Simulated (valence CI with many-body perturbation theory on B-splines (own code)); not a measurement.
**E1 transitions of Os⁵⁺**

Computed by valence CI with perturbative core correlation (CI+MBPT): three valence electrons over a frozen Dirac-Fock core [Xe] 4f14, a basis of 7 s, 7 p, 8 d, 6 f, 4 g, 1 h functions for each j, with the one-electron correlation potential Σ1, the two-electron term Σ2, the three-electron term Σ3, Breit, model QED; selected CI, second order for the rest, scaled by the run's own slope (own B-spline code, finite nucleus).

Set against measurement, 69 paired levels are off by 1368 cm⁻¹ on average, the worst by 3021. These come from a selection out of Brasseur, Palmeri and Quinet, Atoms 13, 11 (2025). Levels without a partner in it may be off by more, other configurations by 1,000 to 8,000 cm⁻¹. The list stops below the first excitations out of the core.

Lines 351 to 400 of 568 in falling wavelength, among levels below 277790 cm⁻¹, chosen from the strongest by gf and those to the six lowest levels. Wavelengths and rates use the calculated energies, so an error of 1000 cm⁻¹ moves a line at 560.2 Å by 0.56 % and its rate by three times that or more. Electric multipoles are in the length gauge, E1 and E2 with the static RPA response of the core. Weak lines are less certain than strong ones. Lines between different terms over intervals too small for the method are left out, as are lines whose strength nearly cancels. Where a level lies close to another of its J and parity, the split of strength between their lines is uncertain. The highest levels of a list are the least certain.

Names give the largest LS component (configuration and term), which can be under half, so a name can repeat, a term be missing and a line seem to break the LS rules; names also repeat where a configuration has a term twice. Letters in brackets count levels of one name in rising energy.

| λ vac (Å) | λ from measured levels | Upper | Lower | A (s⁻¹) | log gf | Branch % |
| --- | --- | --- | --- | --- | --- | --- |
| 560.2 | 564.3 | 5d2 6p 4P°_3/2 | 5d3 2D_5/2 [a] | 2.24e+08 | -1.37 | 3.1 |
| 559.7 | 562.6 | 5d2 6p 2P°_3/2 [a] | 5d3 2F_5/2 | 1.85e+09 | -0.46 | 19.1 |
| 559.4 | 562.9 | 5d2 6p 2S°_1/2 | 5d3 4P_3/2 | 3.51e+09 | -0.48 | 52.8 |
| 558.9 | 562.4 | 5d2 6p 4S°_3/2 | 5d3 2D_3/2 [a] | 3.07e+09 | -0.24 | 38.0 |
| 558.7 | 563.0 | 5d2 6p 4F°_5/2 | 5d3 4F_5/2 | 2.87e+09 | -0.09 | 49.8 |
| 558.3 | 562.1 | 5d2 6p 4D°_7/2 [a] | 5d3 4F_9/2 | 1.01e+09 | -0.42 | 14.5 |
| 557.6 | 561.8 | 5d2 6p 4G°_11/2 | 5d3 2H_11/2 | 2.66e+08 | -0.83 | 8.6 |
| 557.4 |  | 5d2 6p 2G°_9/2 [a] | 5d3 2G_9/2 | 4.87e+08 | -0.64 | 3.8 |
| 557.3 | 560.3 | 5d2 6p 4D°_3/2 [c] | 5d3 2P_1/2 | 1.22e+09 | -0.64 | 19.3 |
| 556.6 | 561.1 | 5d2 6p 4G°_9/2 [b] | 5d3 2H_9/2 | 2.06e+08 | -1.02 | 5.1 |
| 555.4 | 558.8 | 5d2 6p 4D°_3/2 [b] | 5d3 4P_1/2 | 9.34e+08 | -0.76 | 11.5 |
| 554.4 | 558.5 | 5d2 6p 2G°_7/2 [b] | 5d3 2H_9/2 | 2.33e+08 | -1.07 | 3.3 |
| 554.1 | 557.7 | 5d2 6p 2D°_3/2 [b] | 5d3 2P_3/2 | 5.73e+08 | -0.98 | 6.4 |
| 554.1 | 557.2 | 5d2 6p 4D°_3/2 [c] | 5d3 2D_3/2 [a] | 2.26e+09 | -0.38 | 35.7 |
| 553.7 | 557.6 | 5d2 6p 4G°_9/2 [b] | 5d3 2G_7/2 | 2.14e+08 | -1.01 | 5.4 |
| 553.5 | 556.1 | 5d2 6p 2D°_3/2 [a] | 5d3 4P_3/2 | 1.94e+09 | -0.45 | 25.5 |
| 553.1 | 555.9 | 5d2 6p 2D°_3/2 [b] | 5d3 2F_5/2 | 5.24e+09 | -0.02 | 58.5 |
| 552.9 | 556.2 | 5d2 6p 2P°_1/2 [a] | 5d3 2P_3/2 | 5.40e+09 | -0.31 | 66.6 |
| 552.8 | 555.6 | 5d2 6p 2D°_5/2 [b] | 5d3 2D_5/2 [a] | 2.06e+09 | -0.25 | 29.6 |
| 552.8 | 557.3 | 5d2 6p 4G°_9/2 [a] | 5d3 4F_7/2 | 7.30e+08 | -0.48 | 16.8 |
| 551.8 | 554.6 | 5d2 6p 2D°_5/2 [c] | 5d3 2F_7/2 | 4.73e+09 | 0.11 | 52.7 |
| 551.5 | 555.1 | 5d2 6p 2G°_7/2 [b] | 5d3 2G_7/2 | 3.79e+09 | 0.14 | 53.1 |
| 551.4 | 556.5 | 5d2 6p 4D°_7/2 [c] | 5d3 2G_9/2 | 1.30e+09 | -0.32 | 17.0 |
| 550.5 | 553.9 | 5d2 6p 2D°_5/2 [c] | 5d3 2P_3/2 | 6.49e+08 | -0.75 | 7.2 |
| 550.1 | 555.3 | 5d2 6p 2D°_5/2 [a] | 5d3 4F_7/2 | 2.27e+08 | -1.21 | 4.8 |
| 549.3 | 552.8 | 5d2 6p 4S°_3/2 | 5d3 4P_5/2 | 5.73e+08 | -0.98 | 7.1 |
| 549.1 | 551.0 | 5d2 6p 2G°_9/2 [b] | 5d3 2F_7/2 | 3.42e+08 | -0.81 | 5.0 |
| 548.6 | 551.4 | 5d2 6p 2F°_7/2 [a] | 5d3 4P_5/2 | 2.30e+08 | -1.08 | 3.0 |
| 548.3 | 551.6 | 5d2 6p 4D°_3/2 [b] | 5d3 4P_3/2 | 1.82e+09 | -0.48 | 22.4 |
| 548.1 | 550.3 | 5d2 6p 4D°_5/2 | 5d3 4P_3/2 | 1.12e+08 | -1.52 | 1.1 |
| 548.0 | 552.1 | 5d2 6p 4D°_7/2 [a] | 5d3 4F_7/2 | 3.29e+09 | 0.07 | 47.1 |
| 547.8 | 551.4 | 5d2 6p 4D°_1/2 [b] | 5d3 4P_1/2 | 2.84e+09 | -0.59 | 44.3 |
| 546.0 | 550.1 | 5d2 6p 2F°_5/2 [a] | 5d3 2G_7/2 | 7.26e+08 | -0.71 | 13.7 |
| 545.6 | 549.5 | 5d2 6p 4P°_5/2 | 5d3 2D_5/2 [a] | 2.75e+08 | -1.13 | 4.7 |
| 545.5 | 548.6 | 5d2 6p 4D°_7/2 [c] | 5d3 2D_5/2 [a] | 2.46e+08 | -1.06 | 3.2 |
| 544.7 | 549.0 | 5d2 6p 2F°_7/2 [a] | 5d3 2H_9/2 | 2.92e+09 | 0.02 | 38.2 |
| 544.7 | 547.9 | 5d2 6p 4D°_3/2 [c] | 5d3 4P_5/2 | 2.12e+08 | -1.42 | 3.4 |
| 544.5 | 548.1 | 5d2 6p 2G°_7/2 [a] | 5d3 4F_9/2 | 5.32e+09 | 0.28 | 57.2 |
| 543.8 | 547.9 | 5d2 6p 4F°_9/2 | 5d3 2H_9/2 | 3.19e+09 | 0.15 | 43.5 |
| 543.3 | 546.6 | 5d2 6p 2P°_3/2 [a] | 5d3 2D_5/2 [a] | 4.50e+09 | -0.10 | 46.4 |
| 543.0 | 547.1 | 5d2 6p 4P°_3/2 | 5d3 2P_1/2 | 2.11e+08 | -1.43 | 2.9 |
| 542.6 |  | 5d2 6p 2G°_9/2 [a] | 5d3 2H_11/2 | 8.98e+09 | 0.60 | 70.7 |
| 542.2 | 545.8 | 5d2 6p 4P°_1/2 | 5d3 2P_1/2 | 3.47e+09 | -0.51 | 44.0 |
| 541.9 | 545.6 | 5d2 6p 2F°_7/2 [a] | 5d3 2G_7/2 | 2.24e+08 | -1.10 | 2.9 |
| 541.1 | 544.6 | 5d2 6p 4F°_9/2 | 5d3 2G_7/2 | 7.65e+07 | -1.47 | 1.0 |
| 540.9 | 544.3 | 5d2 6p 4D°_1/2 [b] | 5d3 4P_3/2 | 6.40e+08 | -1.25 | 10.0 |
| 539.8 | 543.4 | 5d2 6p 4F°_5/2 | 5d3 4F_3/2 | 3.28e+08 | -1.07 | 5.7 |
| 539.6 |  | 5d2 6p 2P°_1/2 [b] | 5d3 2P_3/2 | 1.51e+09 | -0.88 | 21.9 |
| 539.2 | 542.9 | 5d2 6p 4P°_1/2 | 5d3 2D_3/2 [a] | 2.24e+09 | -0.71 | 28.4 |
| 538.7 | 542.3 | 5d2 6p 2F°_5/2 [b] | 5d3 2G_7/2 | 6.68e+09 | 0.24 | 63.2 |

How does gf follow from A for the line at 548.1 Å?

gf = 1.4992 × (2J+1)_upper × A / σ², with σ = 182438 cm⁻¹ and 2J+1 = 6: gf = 0.0302.
